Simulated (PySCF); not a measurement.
Geometry:
```csv
atom,x (Å),y (Å),z (Å)
C1,-0.718,1.501,0.245
S2,-0.036,0.290,-0.907
Al3,2.315,0.103,-0.120
C4,-0.649,-1.257,-0.165
C5,-2.097,-1.346,-0.216
N6,-3.254,-1.374,-0.242
H7,-0.384,2.484,-0.112
H8,-1.816,1.454,0.220
H9,-0.332,1.324,1.258
H10,2.696,-1.189,-0.987
H11,1.915,-0.143,1.419
H12,2.833,1.553,-0.548
H13,-0.187,-2.072,-0.742
H14,-0.287,-1.327,0.874
```

Geometry: PBE0-D3(BJ)/def2-SVP; GIAO shifts from PySCF, gas phase, non-relativistic, averaged over equivalent atoms.

At PBE0/6-31G* (108 basis functions, 12 s wall time on 1 thread of an Arm Neoverse V2, shared host):
```csv
atoms,δ (ppm)
C5,104.5
C4,24.2
C1,20.0
S2,-22.5
Al3,75.7
N6,269.8
H10/H11/H12,4.40
H14,3.05
H13,3.01
H7/H8/H9,2.30
```

δ = σ(ref) − σ, references computed at the same level: ¹³C (σ = 194.14 ppm) and ¹H (σ = 31.96 ppm) against TMS; ³³S (σ = 545.91 ppm) against CS2; ²⁷Al (σ = 535.77 ppm) against AlH4-; ¹⁵N (σ = 259.38 ppm) vs NH3.

Predict the values at HF/pcSseg-1 on the same geometry.

## Answers


```
      atoms  δ at HF/pcSseg-1  change
         C5             124.1   +19.6
         C4              19.1    -5.1
         C1              18.5    -1.5
         S2             -84.6   -62.1
        Al3              58.6   -17.1
         N6             323.5   +53.7
H10/H11/H12              3.67   -0.73
        H14              2.97   -0.08
        H13              2.97   -0.04
   H7/H8/H9              2.43   +0.13
```

Referencing at the same level of theory: TMS for ¹³C (σref 190.85) and ¹H (σref 31.69); ³³S (σref 513.52) against CS2; ²⁷Al (σref 516.24) vs AlH4-; ¹⁵N (σref 265.72) against NH3.

The largest change is at S2 (sulfur bonded to 2 C, Al). Cost: 156 basis functions, 4.8 s wall time on 1 thread of an x86-64 server CPU, shared host. The order of the carbon signals is the same at both levels.

Experimental scales use liquid or dissolved standards, which lie at an offset from isolated NH3 (liquid NH3: subtract about 20 ppm). Unscaled 15N shifts of sp2 nitrogen come out 20 to 40 ppm too high even then.
